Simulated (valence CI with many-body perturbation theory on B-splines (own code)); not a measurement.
## E1 transitions of Br XXIX

Level of theory: relativistic CI+MBPT: five valence electrons over a frozen Dirac-Fock core [He], radial functions for each j: 9 s, 9 p, 8 d, 6 f, 3 g, 1 h, with the one-electron correlation potential Σ1 (screened to all orders), the two-electron term Σ2, the three-electron term Σ3, Breit, model QED; selected single and double excitations, second order for the rest (own B-spline code, finite nucleus).

The last digits are not significant, and no measured levels were compared; by estimate large intervals hold to a few tenths of a per cent, small ones and those within an open d or f shell to about a per cent. Among the levels kept, up to 1500 cm⁻¹ of a level comes from second order outside the variational space, and about a tenth of that is noise between levels of different J, which matters for small intervals.

Lines 51 to 100 of 286 in falling wavelength, among levels below 16044 × 10³ cm⁻¹, chosen from the strongest by gf and those to the six lowest levels. Wavelengths and rates use the calculated energies. Electric multipoles are in the length gauge, E1 and E2 with the static RPA response of the core. Weak lines are less certain than strong ones. Lines between different terms over intervals too small for the method are left out, as are lines whose strength nearly cancels. The highest levels of a list are the least certain.

Levels are named by their leading jj configuration (3d3/2^4 stands for four electrons in 3d with j = 3/2), which in mixed levels can hold well under half, so a name can repeat and another be missing. Letters in brackets count levels of one name in rising energy.

| λ vac (Å) | Upper | Lower | A (s⁻¹) | S (a.u.) with core polarisation | S without |
| --- | --- | --- | --- | --- | --- |
| 230.9 | (2s^2 2p3/2^2 3d3/2) J=5/2 | (2s^2 2p3/2^2 3p1/2) J=5/2 | 2.79e+09 | 1.02e-01 | 1.02e-01 |
| 229.3 | (2s^2 2p1/2 2p3/2 3d3/2) J=3/2 [b] | (2s^2 2p1/2 2p3/2 3p1/2) J=3/2 [b] | 3.48e+09 | 8.27e-02 | 8.27e-02 |
| 228.1 | (2s^2 2p3/2^2 3d3/2) J=7/2 | (2s^2 2p3/2^2 3p3/2) J=5/2 | 7.81e+08 | 3.66e-02 | 3.66e-02 |
| 223.2 | (2s^2 2p1/2^2 3p3/2) J=3/2 | (2s^2 2p1/2^2 3s) J=1/2 | 8.92e+09 | 1.96e-01 | 1.96e-01 |
| 222.3 | (2s^2 2p1/2 2p3/2 3d3/2) J=3/2 [a] | (2s^2 2p1/2 2p3/2 3p1/2) J=3/2 [a] | 2.33e+09 | 5.06e-02 | 5.06e-02 |
| 221.6 | (2s^2 2p1/2 2p3/2 3d3/2) J=1/2 [b] | (2s^2 2p1/2 2p3/2 3p1/2) J=3/2 [b] | 5.86e+09 | 6.29e-02 | 6.29e-02 |
| 221.1 | (2s^2 2p3/2^2 3p3/2) J=3/2 [b] | (2s^2 2p3/2^2 3s) J=1/2 | 7.40e+09 | 1.58e-01 | 1.58e-01 |
| 218.8 | (2s^2 2p1/2 2p3/2 3p1/2) J=3/2 [b] | (2s^2 2p1/2 2p3/2 3s) J=1/2 | 1.93e+09 | 3.99e-02 | 3.99e-02 |
| 216.9 | (2s^2 2p1/2 2p3/2 3d3/2) J=5/2 [a] | (2s^2 2p1/2 2p3/2 3p1/2) J=3/2 [a] | 5.69e+09 | 1.72e-01 | 1.72e-01 |
| 215.9 | (2s^2 2p1/2 2p3/2 3p3/2) J=3/2 [a] | (2s^2 2p1/2 2p3/2 3s) J=3/2 [a] | 3.90e+09 | 7.75e-02 | 7.75e-02 |
| 215.5 | (2s^2 2p3/2^2 3d3/2) J=7/2 | (2s^2 2p3/2^2 3p1/2) J=5/2 | 6.19e+09 | 2.45e-01 | 2.45e-01 |
| 215.4 | (2s^2 2p1/2 2p3/2 3d3/2) J=7/2 | (2s^2 2p1/2 2p3/2 3p1/2) J=5/2 | 5.35e+09 | 2.11e-01 | 2.11e-01 |
| 214.2 | (2s^2 2p3/2^2 3d3/2) J=3/2 | (2s^2 2p3/2^2 3p1/2) J=3/2 | 4.51e+09 | 8.75e-02 | 8.75e-02 |
| 213.0 | (2s^2 2p3/2^2 3d3/2) J=5/2 | (2s^2 2p3/2^2 3p1/2) J=3/2 | 2.35e+09 | 6.72e-02 | 6.72e-02 |
| 212.2 | (2s^2 2p3/2^2 3d3/2) J=1/2 | (2s^2 2p3/2^2 3p1/2) J=3/2 | 4.17e+09 | 3.93e-02 | 3.93e-02 |
| 211.5 | (2s^2 2p1/2 2p3/2 3p3/2) J=5/2 [b] | (2s^2 2p1/2 2p3/2 3s) J=3/2 [b] | 7.02e+09 | 1.97e-01 | 1.97e-01 |
| 210.6 | (2s^2 2p1/2^2 3d3/2) J=3/2 | (2s^2 2p1/2^2 3p1/2) J=1/2 | 7.48e+09 | 1.38e-01 | 1.38e-01 |
| 206.9 | (2s^2 2p1/2 2p3/2 3d3/2) J=3/2 [a] | (2s^2 2p1/2 2p3/2 3p1/2) J=1/2 | 4.46e+09 | 7.81e-02 | 7.81e-02 |
| 202.0 | (2s^2 2p3/2^2 3d5/2) J=3/2 | (2s^2 2p3/2^2 3p3/2) J=1/2 | 2.81e+09 | 4.57e-02 | 4.57e-02 |
| 200.7 | (2s^2 2p1/2 2p3/2 3d3/2) J=1/2 [a] | (2s^2 2p1/2 2p3/2 3p1/2) J=1/2 | 6.62e+09 | 5.28e-02 | 5.28e-02 |
| 198.8 | (2s^2 2p1/2 2p3/2 3p3/2) J=5/2 [b] | (2s^2 2p1/2 2p3/2 3s) J=5/2 | 4.20e+09 | 9.77e-02 | 9.77e-02 |
| 197.6 | (2s^2 2p1/2 2p3/2 3p3/2) J=3/2 [b] | (2s^2 2p1/2 2p3/2 3s) J=1/2 | 3.66e+09 | 5.57e-02 | 5.57e-02 |
| 192.1 | (2s 2p1/2^2 2p3/2 3p3/2) J=5/2 | (2s 2p1/2^2 2p3/2 3s) J=5/2 | 3.84e+09 | 8.06e-02 | 8.07e-02 |
| 192.1 | (2s^2 2p3/2^2 3d5/2) J=5/2 | (2s^2 2p3/2^2 3p3/2) J=5/2 | 3.33e+09 | 6.98e-02 | 6.98e-02 |
| 189.8 | (2s^2 2p1/2 2p3/2 3d5/2) J=3/2 [b] | (2s^2 2p1/2 2p3/2 3p3/2) J=3/2 [a] | 2.82e+09 | 3.81e-02 | 3.81e-02 |
| 188.5 | (2s^2 2p1/2 2p3/2 3d3/2) J=5/2 [b] | (2s^2 2p1/2 2p3/2 3p1/2) J=5/2 | 2.97e+09 | 5.89e-02 | 5.89e-02 |
| 187.6 | (2s^2 2p1/2 2p3/2 3p3/2) J=1/2 [b] | (2s^2 2p1/2 2p3/2 3s) J=3/2 [b] | 1.22e+10 | 7.92e-02 | 7.93e-02 |
| 183.8 | (2s^2 2p3/2^2 3p3/2) J=3/2 [a] | (2s^2 2p3/2^2 3s) J=3/2 | 1.05e+10 | 1.29e-01 | 1.29e-01 |
| 174.6 | (2s^2 2p3/2^2 3p3/2) J=3/2 [a] | (2s^2 2p3/2^2 3s) J=5/2 | 3.57e+09 | 3.75e-02 | 3.75e-02 |
| 164.8 | (2s^2 2p1/2 2p3/2 3p3/2) J=1/2 [b] | (2s^2 2p1/2 2p3/2 3s) J=1/2 | 6.40e+09 | 2.83e-02 | 2.83e-02 |
| 160.9 | (2s^2 2p3/2^2 3p3/2) J=3/2 [b] | (2s^2 2p3/2^2 3s) J=3/2 | 4.79e+09 | 3.94e-02 | 3.94e-02 |
| 153.8 | (2s 2p1/2^2 2p3/2^2) J=3/2 | (2s^2 2p3/2^3) J=3/2 | 4.31e+08 | 3.10e-03 | 3.11e-03 |
| 118.7 | (2s 2p1/2 2p3/2^2 3s) J=7/2 | (2s^2 2p3/2^2 3s) J=5/2 | 6.06e+09 | 4.01e-02 | 4.02e-02 |
| 115.0 | (2s 2p1/2^2 2p3/2^2) J=5/2 | (2s^2 2p1/2 2p3/2^2) J=5/2 | 1.55e+09 | 6.97e-03 | 6.99e-03 |
| 103.4 | (2s 2p1/2^2 2p3/2^2) J=5/2 | (2s^2 2p1/2 2p3/2^2) J=3/2 | 5.45e+09 | 1.79e-02 | 1.79e-02 |
| 101.1 | (2s 2p1/2^2 2p3/2^2) J=1/2 | (2s^2 2p1/2 2p3/2^2) J=1/2 | 4.32e+09 | 4.41e-03 | 4.42e-03 |
| 95.84 | (2s 2p1/2 2p3/2^3) J=5/2 | (2s^2 2p3/2^3) J=3/2 | 8.62e+09 | 2.25e-02 | 2.25e-02 |
| 92.38 | (2p1/2^2 2p3/2^3) J=3/2 | (2s 2p1/2 2p3/2^3) J=3/2 [b] | 3.24e+10 | 5.04e-02 | 5.06e-02 |
| 90.67 | (2s 2p1/2^2 2p3/2^2) J=3/2 | (2s^2 2p1/2 2p3/2^2) J=5/2 | 2.03e+09 | 2.99e-03 | 3.00e-03 |
| 89.61 | (2p1/2 2p3/2^4) J=1/2 | (2s 2p3/2^4) J=1/2 | 4.50e+10 | 3.20e-02 | 3.21e-02 |
| 85.83 | (2p1/2^2 2p3/2^3) J=3/2 | (2s 2p1/2 2p3/2^3) J=1/2 | 1.62e+10 | 2.02e-02 | 2.03e-02 |
| 83.49 | (2s 2p1/2 2p3/2^3) J=1/2 | (2s^2 2p3/2^3) J=3/2 | 4.11e+08 | 2.36e-04 | 2.37e-04 |
| 82.58 | (2s 2p1/2 2p3/2^2 3s) J=5/2 [a] | (2s^2 2p1/2 2p3/2 3s) J=3/2 [a] | 2.76e+10 | 4.60e-02 | 4.61e-02 |
| 82.30 | (2s 2p1/2^2 2p3/2^2) J=1/2 | (2s^2 2p1/2 2p3/2^2) J=3/2 | 2.24e+09 | 1.23e-03 | 1.24e-03 |
| 80.43 | (2s 2p1/2 2p3/2^2 3s) J=7/2 | (2s^2 2p1/2 2p3/2 3s) J=5/2 | 1.77e+10 | 3.63e-02 | 3.64e-02 |
| 79.12 | (2s 2p1/2 2p3/2^3) J=3/2 [a] | (2s^2 2p1/2 2p3/2^2) J=1/2 | 2.36e+09 | 2.31e-03 | 2.32e-03 |
| 78.10 | (2s 2p1/2 2p3/2^3) J=3/2 [b] | (2s^2 2p3/2^3) J=3/2 | 1.34e+10 | 1.26e-02 | 1.26e-02 |
| 76.59 | (2s 2p1/2^2 2p3/2^2) J=5/2 | (2s^2 2p1/2^2 2p3/2) J=3/2 | 2.01e+10 | 2.67e-02 | 2.68e-02 |
| 75.79 | (2p1/2^2 2p3/2^3) J=3/2 | (2s 2p1/2 2p3/2^3) J=5/2 | 5.82e+10 | 5.00e-02 | 5.02e-02 |
| 75.49 | (2s 2p1/2 2p3/2^2 3s) J=5/2 [b] | (2s^2 2p1/2 2p3/2 3s) J=5/2 | 1.16e+10 | 1.48e-02 | 1.48e-02 |
